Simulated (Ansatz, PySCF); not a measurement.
HfF4, SMILES [F][Hf]([F])([F])[F], multiplicity 1.

Geometry: PBE0-D3(BJ)/def2-SVP. The spin state was assumed, not searched. The isomer is the one that the SMILES or the coordinates give; other isomers of the formula were not compared. The def2 effective core potentials stand for the cores of Hf; spin–orbit coupling is left out.

Vertical ionisation energy (IE) and electron affinity (EA) in eV. Rows of orbital energies are one-electron estimates. Where ΔSCF, EOM or ADC give a negative EA the extra electron is unbound and the value depends on the basis.

```json
[
 {"level": "−ε(HOMO), −ε(LUMO), HF/def2-TZVP (PySCF)", "IE": "17.57", "EA": "-1.26"},
 {"level": "ΔSCF, CAM-B3LYP/def2-TZVPD (Ansatz), final states of multiplicity 2 and 2", "IE": "…", "EA": "…"}
]
```

Q: Complete the blanks. (The exact figures need the calculation; the answer reports its results.)

A: 
- ΔSCF, CAM-B3LYP/def2-TZVPD (Ansatz, a quantum-chemistry and plane-wave program), final states of multiplicity 2 and 2, IE: 15.01
- ΔSCF, CAM-B3LYP/def2-TZVPD (Ansatz), final states of multiplicity 2 and 2, EA: -0.26

Q: What vertical singlet–triplet gap does ΔSCF give with CAM-B3LYP/def2-TZVPD (Ansatz)? (Estimate from the structure and the level; the computed values follow.)

A: 9.85 eV (triplet above singlet where positive).
